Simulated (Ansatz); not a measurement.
A structure relaxed at r2SCAN-D4/def2-SVPD in Ansatz, charge -1, doublet:

| atom | x (Å) | y (Å) | z (Å) |
| --- | --- | --- | --- |
| Ge1 | -0.630 | -0.620 | 1.177 |
| Sn2 | 1.352 | -1.864 | -0.032 |
| Sn3 | 1.436 | 1.127 | 0.216 |
| Sn4 | -0.651 | -0.354 | -1.682 |
| Sn5 | -1.507 | 1.712 | 0.322 |

(1) Give its formula and point group.

(2) Summarise the bond lengths by kind (pairs closer than 1.2 times the sum of covalent radii, bridged metal pairs left out).

Answers

(1) Sn₄Ge⁻ (the lowest doublet isomer of a short search). Point group C2v (tolerance 0.1 Å).

(2) 5 × Sn–Sn 3.00 to 3.19 Å; 4 × Ge–Sn 2.63 to 2.87 Å.

In the def2 sets Sn takes a core potential; there is no spin–orbit coupling. The structure comes from a short search, and lower isomers may exist.
